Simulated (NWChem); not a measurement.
Molecule: SnNH₄Cl; SMILES [Cl][SnH2][NH2]

```xyz
7

Sn    -0.3133     0.3585     0.0000
N      1.3219     1.5529     0.0000
Cl     0.2895    -1.9373     0.0000
H     -1.1678     0.6247    -1.4523
H     -1.1678     0.6247     1.4523
H      1.9123     1.4435    -0.8225
H      1.9123     1.4435     0.8225
```
Atoms are numbered in this order, from 1.

All runs: NWChem. The geometry was optimised at PBE0/def2-SVP (def2 core potentials past Kr).

For level PBE0/STO-3G, non-relativistic:

```yaml
highest occupied level (eV): -4.35
orbital gap (eV): 8.03
dipole (D): 2.42
```

Problem. How do the values read with level PBE0/3-21G, non-relativistic instead?

Solution. 
| Property | Result |
|---|---|
| highest occupied level (eV) | -7.35 |
| orbital gap (eV) | 6.96 |
| dipole (D) | 2.67 |
